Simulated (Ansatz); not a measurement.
A short molecular-dynamics run on Zn8H26S8.

```yaml
crystal:
  periodic: [false, false, false]
  atoms:
    - {symbol: S, position_ang: [-2.444938, -2.911535, -0.668990]}
    - {symbol: Zn, position_ang: [-4.600367, -2.241921, 0.145395]}
    - {symbol: S, position_ang: [-4.259552, -1.602828, 2.467575]}
    - {symbol: S, position_ang: [0.772959, -2.344808, -2.216188]}
    - {symbol: Zn, position_ang: [-1.092132, -2.548267, 1.298197]}
    - {symbol: S, position_ang: [-1.391876, -0.174045, 1.067813]}
    - {symbol: Zn, position_ang: [-2.151549, 2.441731, 0.993742]}
    - {symbol: S, position_ang: [0.206298, 1.097252, -2.131420]}
    - {symbol: Zn, position_ang: [1.451775, -2.347003, 0.117976]}
    - {symbol: S, position_ang: [2.107076, -0.147579, 0.767891]}
    - {symbol: Zn, position_ang: [0.401186, 0.936685, 2.388901]}
    - {symbol: S, position_ang: [0.285280, 2.948251, 1.042143]}
    - {symbol: Zn, position_ang: [-1.220564, 2.975255, -1.568203]}
    - {symbol: Zn, position_ang: [4.011139, -1.638247, 0.219929]}
    - {symbol: S, position_ang: [4.169876, 1.948195, -0.742636]}
    - {symbol: Zn, position_ang: [2.387800, 4.253561, -0.377081]}
    - {symbol: H, position_ang: [-2.658931, -4.257978, -0.707627]}
    - {symbol: H, position_ang: [-0.568769, -2.563136, -1.938572]}
    - {symbol: H, position_ang: [-4.556717, -0.188245, -0.677850]}
    - {symbol: H, position_ang: [-5.984142, -2.580552, -0.486634]}
    - {symbol: H, position_ang: [-4.988010, -2.649043, 2.957622]}
    - {symbol: H, position_ang: [-2.951270, -2.342486, 2.582408]}
    - {symbol: H, position_ang: [3.699983, -1.403637, -2.132222]}
    - {symbol: H, position_ang: [0.592144, -0.936420, -2.331320]}
    - {symbol: H, position_ang: [-1.857603, -2.972896, 2.670440]}
    - {symbol: H, position_ang: [-0.789032, 0.037774, -0.146097]}
    - {symbol: H, position_ang: [-3.059449, 2.772358, 2.215939]}
    - {symbol: H, position_ang: [1.304817, 1.909067, -2.334546]}
    - {symbol: H, position_ang: [-3.874919, -0.100215, -0.310403]}
    - {symbol: H, position_ang: [3.036805, -3.037567, 0.004484]}
    - {symbol: H, position_ang: [0.453188, -3.235109, 1.093036]}
    - {symbol: H, position_ang: [1.569393, 0.356910, -0.419294]}
    - {symbol: H, position_ang: [0.652560, 0.643220, 3.897503]}
    - {symbol: H, position_ang: [0.493215, 2.159786, -0.077865]}
    - {symbol: H, position_ang: [-2.437988, 2.203090, -0.654257]}
    - {symbol: H, position_ang: [-1.174246, 4.377522, -2.237783]}
    - {symbol: H, position_ang: [3.886271, -0.673972, -1.936661]}
    - {symbol: H, position_ang: [5.511057, -1.335682, 0.458087]}
    - {symbol: H, position_ang: [5.034936, 2.751808, -1.429991]}
    - {symbol: H, position_ang: [5.126500, 1.588535, 0.164350]}
    - {symbol: H, position_ang: [3.034432, 5.138466, 0.742088]}
    - {symbol: H, position_ang: [1.873335, 3.693709, -1.769866]}
basis:
  gaussian: {orbitals: "6-31G*", fitting: {mean_field: def2-universal-jkfit}}
magnetization: {spin_polarized: true, initial_magnetization: 0}
hamiltonian: {xc: {name: revPBE}, dispersion: d3bjatm}
md: {timestep: 0.5 fs, n_steps: 15, ensemble: nve, temperature: 700, initial_velocities: maxwell_boltzmann, seed: 464}
scf: {omitted_lower_state_checks: [starts]}
```

```sh
$ ansatz run in.yaml --threads 2 --pin off --events-out ev --progress --plain --max-ram 32768MiB --backend cuda --devices 0, --max-vram 18GiB
```

| step | time (fs) | potential energy (eV) | kinetic (eV) | T (K) | conserved (eV) |
| --- | --- | --- | --- | --- | --- |
| 0 | 0.0 | -474351.4692 | 3.6193 | 700 | -474347.8500 |
| 1 | 0.5 | -474351.4212 | 3.5716 | 691 | -474347.8496 |
| 2 | 1.0 | -474351.3309 | 3.4820 | 673 | -474347.8489 |
| 3 | 1.5 | -474351.2083 | 3.3602 | 650 | -474347.8481 |
| 4 | 2.0 | -474351.0663 | 3.2192 | 623 | -474347.8471 |
| 5 | 2.5 | -474350.9197 | 3.0735 | 594 | -474347.8462 |
| 6 | 3.0 | -474350.7826 | 2.9371 | 568 | -474347.8455 |
| 7 | 3.5 | -474350.6656 | 2.8204 | 545 | -474347.8452 |
| 8 | 4.0 | -474350.5733 | 2.7281 | 528 | -474347.8452 |
| 9 | 4.5 | -474350.5052 | 2.6597 | 514 | -474347.8455 |
| 10 | 5.0 | -474350.4567 | 2.6108 | 505 | -474347.8459 |
| 11 | 5.5 | -474350.4214 | 2.5750 | 498 | -474347.8464 |
| 12 | 6.0 | -474350.3920 | 2.5450 | 492 | -474347.8469 |
| 13 | 6.5 | -474350.3608 | 2.5134 | 486 | -474347.8473 |
| 14 | 7.0 | -474350.3219 | 2.4743 | 479 | -474347.8475 |
| 15 | 7.5 | -474350.2730 | 2.4256 | 469 | -474347.8474 |

Velocities are drawn at the set temperature; a run this short doesn't reach equilibrium.

The 6-31G sets use Cartesian d functions. The geometry of the charge 0 singlet is only loosely relaxed.

Frames (Å, forces in eV/Å):

```xyz
42
time=0.0 fs
S    -2.445   -2.912   -0.669   -0.139   -0.138    0.132
Zn   -4.600   -2.242    0.145   -0.039   -0.209    0.009
S    -4.260   -1.603    2.468   -0.088   -0.241   -0.065
S     0.773   -2.345   -2.216   -0.157    0.092    0.135
Zn   -1.092   -2.548    1.298    0.103    0.038    0.004
S    -1.392   -0.174    1.068    0.188   -0.078   -0.141
Zn   -2.152    2.442    0.994   -0.045    0.033   -0.091
S     0.206    1.097   -2.131    0.209    0.243    0.046
Zn    1.452   -2.347    0.118    0.174    0.154   -0.003
S     2.107   -0.148    0.768   -0.042   -0.187   -0.145
Zn    0.401    0.937    2.389    0.056   -0.052    0.007
S     0.285    2.948    1.042    0.042   -0.270   -0.002
Zn   -1.221    2.975   -1.568   -0.047   -0.041    0.011
Zn    4.011   -1.638    0.220   -0.205   -0.103    0.242
S     4.170    1.948   -0.743    0.269    0.117   -0.041
Zn    2.388    4.254   -0.377   -0.093    0.007    0.170
H    -2.659   -4.258   -0.708    0.043    0.137   -0.023
H    -0.569   -2.563   -1.939    0.181    0.059   -0.055
H    -4.557   -0.188   -0.678    0.590    0.177    0.276
H    -5.984   -2.581   -0.487    0.169    0.027    0.081
H    -4.988   -2.649    2.958    0.111    0.147    0.011
H    -2.951   -2.342    2.582   -0.136    0.099    0.067
H     3.700   -1.404   -2.132    0.162    0.632    0.050
H     0.592   -0.936   -2.331    0.000   -0.137    0.009
H    -1.858   -2.973    2.670    0.040    0.039   -0.137
H    -0.789    0.038   -0.146   -0.100   -0.064    0.143
H    -3.059    2.772    2.216    0.112   -0.030   -0.189
H     1.305    1.909   -2.335   -0.263   -0.194    0.007
H    -3.875   -0.100   -0.310   -0.552    0.032   -0.332
H     3.037   -3.038    0.004   -0.002    0.085    0.044
H     0.453   -3.235    1.093   -0.011    0.182   -0.097
H     1.569    0.357   -0.419    0.067    0.001    0.146
H     0.653    0.643    3.898   -0.039    0.073   -0.184
H     0.493    2.160   -0.078   -0.031    0.123    0.102
H    -2.438    2.203   -0.654    0.067    0.130    0.053
H    -1.174    4.378   -2.238   -0.031   -0.160    0.144
H     3.886   -0.674   -1.937   -0.183   -0.600   -0.249
H     5.511   -1.336    0.458   -0.187   -0.033   -0.036
H     5.035    2.752   -1.430   -0.113   -0.111    0.059
H     5.127    1.589    0.164   -0.166    0.051   -0.073
H     3.034    5.138    0.742   -0.092   -0.085   -0.232
H     1.873    3.694   -1.770    0.174    0.055    0.147
42
time=1.5 fs
S    -2.447   -2.909   -0.665   -0.168   -0.966    0.138
Zn   -4.605   -2.242    0.146   -0.156   -0.263    0.133
S    -4.257   -1.594    2.459   -0.226   -0.831    0.145
S     0.784   -2.338   -2.223   -0.201   -0.030    0.123
Zn   -1.092   -2.551    1.300    0.110    0.037   -0.015
S    -1.386   -0.171    1.067    0.278   -0.073   -0.410
Zn   -2.149    2.444    0.994   -0.285    0.172    0.323
S     0.194    1.098   -2.127   -0.338   -0.129    0.126
Zn    1.451   -2.348    0.115    0.331    0.156    0.052
S     2.103   -0.147    0.775    0.040   -0.380    0.020
Zn    0.395    0.939    2.383    0.093   -0.041    0.054
S     0.282    2.947    1.043    0.072   -0.271   -0.031
Zn   -1.221    2.969   -1.563    0.057    0.488   -0.368
Zn    4.018   -1.637    0.221   -0.858   -0.289    0.119
S     4.172    1.932   -0.743    1.517    0.734   -0.081
Zn    2.392    4.256   -0.378    0.011    0.294    0.613
H    -2.646   -4.295   -0.688    0.141    0.942   -0.036
H    -0.545   -2.505   -1.904   -0.060   -0.259   -0.050
H    -4.513   -0.255   -0.677   -0.111    0.132   -0.129
H    -5.999   -2.599   -0.465    0.232    0.037    0.054
H    -4.992   -2.657    2.972    0.349    0.588   -0.219
H    -2.910   -2.403    2.570   -0.185    0.246    0.108
H     3.714   -1.401   -2.132    0.104    0.830    0.048
H     0.538   -0.965   -2.388    0.277    0.177    0.052
H    -1.901   -2.981    2.692    0.087    0.104   -0.313
H    -0.794    0.065   -0.169   -0.201   -0.167    0.465
H    -3.072    2.780    2.257    0.354   -0.135   -0.557
H     1.286    1.879   -2.285    0.274    0.173   -0.120
H    -3.849   -0.168   -0.335    0.147    0.150    0.043
H     3.062   -3.069    0.024   -0.103    0.256    0.051
H     0.462   -3.269    1.082   -0.107    0.253   -0.084
H     1.540    0.328   -0.395    0.022    0.122   -0.087
H     0.694    0.643    3.884   -0.077    0.073   -0.187
H     0.474    2.162   -0.085   -0.016    0.141    0.164
H    -2.398    2.248   -0.657   -0.224   -0.071    0.208
H    -1.246    4.392   -2.278    0.047   -0.505    0.323
H     3.825   -0.642   -1.965   -0.130   -0.808   -0.256
H     5.462   -1.268    0.381    0.466    0.079    0.074
H     5.049    2.807   -1.423   -0.813   -0.694    0.390
H     5.202    1.618    0.144   -0.732    0.059   -0.368
H     2.970    5.174    0.826   -0.216   -0.390   -0.656
H     1.869    3.688   -1.761    0.199    0.059    0.139
42
time=3.5 fs
S    -2.449   -2.906   -0.659   -0.083   -1.340    0.172
Zn   -4.611   -2.242    0.146   -0.238   -0.308    0.323
S    -4.253   -1.583    2.447   -0.359   -1.004    0.195
S     0.797   -2.329   -2.231   -0.310   -0.135    0.108
Zn   -1.092   -2.555    1.302    0.143    0.088   -0.147
S    -1.379   -0.166    1.066    0.234   -0.113   -0.443
Zn   -2.147    2.448    0.993   -0.453    0.288    0.669
S     0.176    1.099   -2.120   -0.830   -0.469    0.145
Zn    1.450   -2.350    0.112    0.493    0.195    0.127
S     2.097   -0.146    0.785    0.118   -0.582    0.175
Zn    0.388    0.942    2.376    0.135   -0.020    0.067
S     0.278    2.946    1.043    0.098   -0.196    0.027
Zn   -1.222    2.960   -1.556    0.199    0.988   -0.823
Zn    4.028   -1.636    0.223   -1.436   -0.525    0.076
S     4.176    1.911   -0.744    2.219    1.222   -0.047
Zn    2.397    4.259   -0.379    0.018    0.535    1.054
H    -2.623   -4.313   -0.663    0.148    1.261   -0.081
H    -0.516   -2.437   -1.859   -0.266   -0.599   -0.020
H    -4.461   -0.339   -0.681   -0.761    0.110   -0.482
H    -6.011   -2.621   -0.435    0.242    0.031   -0.009
H    -4.986   -2.647    2.983    0.385    0.730   -0.318
H    -2.861   -2.475    2.558   -0.157    0.345    0.179
H     3.736   -1.372   -2.131   -0.034    0.186   -0.126
H     0.475   -0.996   -2.462    0.572    0.478    0.073
H    -1.957   -2.989    2.710    0.211    0.070   -0.412
H    -0.808    0.095   -0.184   -0.172   -0.252    0.560
H    -3.077    2.785    2.293    0.505   -0.206   -0.806
H     1.271    1.847   -2.222    0.773    0.490   -0.197
H    -3.807   -0.253   -0.366    0.794    0.275    0.356
H     3.093   -3.102    0.051   -0.188    0.425    0.045
H     0.470   -3.306    1.063   -0.201    0.318   -0.061
H     1.502    0.294   -0.367   -0.024    0.240   -0.324
H     0.746    0.645    3.860   -0.116    0.062   -0.134
H     0.447    2.169   -0.090    0.028    0.094    0.148
H    -2.352    2.304   -0.653   -0.626   -0.338    0.424
H    -1.340    4.395   -2.321    0.176   -0.749    0.467
H     3.740   -0.623   -2.011    0.005   -0.183   -0.104
H     5.413   -1.174    0.280    1.039    0.231    0.106
H     5.040    2.856   -1.402   -1.153   -0.986    0.411
H     5.278    1.658    0.104   -1.104   -0.071   -0.424
H     2.877    5.207    0.915   -0.219   -0.619   -1.009
H     1.871    3.682   -1.744    0.196    0.032    0.062
42
time=5.5 fs
S    -2.451   -2.905   -0.652    0.098   -0.853    0.197
Zn   -4.618   -2.242    0.147   -0.221   -0.284    0.508
S    -4.249   -1.572    2.436   -0.226   -0.569   -0.017
S     0.811   -2.320   -2.239   -0.609   -0.071    0.113
Zn   -1.092   -2.559    1.304    0.179    0.181   -0.329
S    -1.371   -0.161    1.064    0.022   -0.230   -0.112
Zn   -2.145    2.451    0.994   -0.471    0.333    0.822
S     0.158    1.099   -2.113   -0.490   -0.301    0.080
Zn    1.450   -2.351    0.108    0.603    0.272    0.191
S     2.092   -0.146    0.796    0.070   -0.671    0.093
Zn    0.380    0.946    2.368    0.167    0.005    0.035
S     0.274    2.945    1.043    0.108   -0.052    0.163
Zn   -1.222    2.953   -1.550    0.229    1.161   -1.069
Zn    4.036   -1.634    0.225   -1.212   -0.468    0.081
S     4.183    1.892   -0.745    1.778    1.204   -0.021
Zn    2.403    4.262   -0.379   -0.064    0.634    1.324
H    -2.595   -4.285   -0.641    0.058    0.685   -0.126
H    -0.496   -2.391   -1.816   -0.191   -0.753   -0.055
H    -4.432   -0.419   -0.701    0.247    0.294   -0.043
H    -6.014   -2.643   -0.405    0.174    0.001   -0.091
H    -4.967   -2.611    2.983    0.086    0.349   -0.141
H    -2.819   -2.533    2.552   -0.318    0.491    0.178
H     3.757   -1.337   -2.134    0.025   -0.506   -0.221
H     0.434   -1.010   -2.533    0.760    0.462    0.138
H    -2.003   -2.994    2.712    0.535   -0.134   -0.356
H    -0.827    0.115   -0.179    0.009   -0.261    0.284
H    -3.062    2.783    2.298    0.482   -0.205   -0.787
H     1.283    1.831   -2.167    0.464    0.289   -0.181
H    -3.740   -0.329   -0.386   -0.225    0.174   -0.110
H     3.116   -3.120    0.079   -0.212    0.505    0.030
H     0.471   -3.330    1.043   -0.249    0.343   -0.034
H     1.463    0.269   -0.350    0.038    0.256   -0.316
H     0.794    0.649    3.831   -0.141    0.043   -0.031
H     0.422    2.179   -0.089    0.092   -0.016    0.034
H    -2.331    2.347   -0.634   -0.863   -0.500    0.476
H    -1.428    4.369   -2.347    0.288   -0.753    0.494
H     3.655   -0.611   -2.061   -0.055    0.496   -0.024
H     5.402   -1.072    0.183    0.787    0.125    0.081
H     4.989    2.870   -1.366   -0.916   -0.670    0.039
H     5.312    1.696    0.049   -0.890   -0.303   -0.087
H     2.777    5.217    0.966   -0.109   -0.674   -1.135
H     1.879    3.678   -1.726    0.165   -0.029   -0.076
42
time=7.5 fs
S    -2.454   -2.905   -0.646    0.309    0.374    0.183
Zn   -4.624   -2.243    0.148   -0.140   -0.256    0.660
S    -4.246   -1.563    2.425    0.196    0.156   -0.381
S     0.824   -2.311   -2.247   -0.979    0.075    0.132
Zn   -1.092   -2.563    1.306    0.196    0.294   -0.488
S    -1.363   -0.157    1.063   -0.265   -0.407    0.430
Zn   -2.143    2.455    0.995   -0.326    0.303    0.798
S     0.139    1.099   -2.106    0.305    0.082    0.041
Zn    1.450   -2.352    0.104    0.664    0.375    0.241
S     2.086   -0.147    0.806   -0.092   -0.670   -0.193
Zn    0.372    0.949    2.361    0.188    0.022   -0.011
S     0.270    2.943    1.044    0.103    0.097    0.284
Zn   -1.222    2.945   -1.545    0.049    0.970   -0.963
Zn    4.044   -1.634    0.227   -0.522   -0.094   -0.004
S     4.192    1.873   -0.745    0.309    0.522    0.045
Zn    2.408    4.265   -0.378   -0.204    0.592    1.377
H    -2.565   -4.234   -0.624   -0.075   -0.642   -0.144
H    -0.483   -2.374   -1.774    0.056   -0.726   -0.189
H    -4.396   -0.488   -0.724    0.745    0.407    0.136
H    -6.011   -2.665   -0.378    0.056   -0.039   -0.174
H    -4.944   -2.562    2.978   -0.416   -0.338    0.222
H    -2.789   -2.572    2.553   -0.619    0.681    0.102
H     3.778   -1.316   -2.146   -0.130    0.283   -0.158
H     0.422   -1.007   -2.598    0.827    0.213    0.290
H    -2.029   -3.005    2.701    0.891   -0.376   -0.210
H    -0.846    0.126   -0.163    0.255   -0.204   -0.211
H    -3.030    2.773    2.275    0.285   -0.134   -0.484
H     1.311    1.826   -2.119   -0.279   -0.130   -0.178
H    -3.680   -0.397   -0.408   -0.742    0.149   -0.311
H     3.132   -3.118    0.109   -0.198    0.490    0.008
H     0.462   -3.342    1.021   -0.245    0.329   -0.012
H     1.425    0.253   -0.344    0.209    0.196   -0.095
H     0.836    0.655    3.801   -0.154    0.024    0.086
H     0.401    2.189   -0.087    0.156   -0.126   -0.093
H    -2.341    2.372   -0.597   -0.798   -0.503    0.195
H    -1.504    4.315   -2.353    0.345   -0.538    0.402
H     3.568   -0.585   -2.112    0.107   -0.299   -0.081
H     5.419   -0.966    0.090    0.055   -0.252    0.140
H     4.904    2.859   -1.329   -0.206    0.300   -0.645
H     5.315    1.722   -0.009   -0.111   -0.530    0.509
H     2.672    5.202    0.975    0.058   -0.571   -1.038
H     1.894    3.672   -1.710    0.136   -0.101   -0.219
```

Hardware: 2 threads of AMD EPYC 7R13 on a shared host and a share (18 GiB) of an NVIDIA H100 80GB HBM3. Wall time 2.6 min, peak host memory 1.3 GiB.
